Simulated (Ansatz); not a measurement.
`[SiH3]O[SiH2][GeH3]` → `[GeH3]`• + `[SiH2]O[SiH3]`•  (homolysis of the Ge–Si bond)

Isolated molecules relaxed with PBE0-D4/def2-TZVP in Ansatz; ΔE leaves out vibrations. CCSD(T)/CBS adds triple-zeta CCSD(T) − MP2 to the extrapolated MP2 energy (def2 sets, frozen cores). Functionals use def2-TZVPP. B3LYP here is the variant with VWN-RPA as its local correlation; programs differ in this. Open shells (•) are unrestricted, without spin–orbit coupling. For Ge outer-core shells are correlated without core-valence functions, which leaves a few kJ/mol of doubt a bond. Scalar relativity is left out up to krypton. Each species was taken in one conformer, which may not be the lowest.

CCSD(T)/CBS gives +3.40 eV.

(1) Another level gave +3.29 eV. Which?
A. ωB97X-V/def2-TZVPP
B. B3LYP-D4/def2-TZVPP
C. SCS-MP2/def2-TZVPP
D. r2SCAN0/def2-TZVPP

Largest T1 diagnostic among the species: 0.014.

Answers

(1) C. SCS-MP2/def2-TZVPP 3.29, B3LYP-D4 3.15, r2SCAN0 3.07, ωB97X-V 3.37 eV.

In def2-TZVPP, CCSD(T) changes the Hartree–Fock value by +0.92 eV (the triples alone add +0.06 eV) and MP2 by +0.94 eV; breaking electron pairs costs correlation energy, which Hartree–Fock lacks. From BLYP to BHLYP (50 % exact exchange), in def2-TZVPP and without D4, ΔE moves by +0.15 eV. At CCSD(T), def2-SVP lies −0.32 eV from the extrapolated value and def2-TZVPP −0.13 eV: correlation converges slowly with the basis, and small sets miss more of it in the bonded molecule than in its fragments.

CCSD(T)/CBS has its own doubt, a few kJ/mol and more with outer-core shells, so smaller differences from it don't rank the levels.
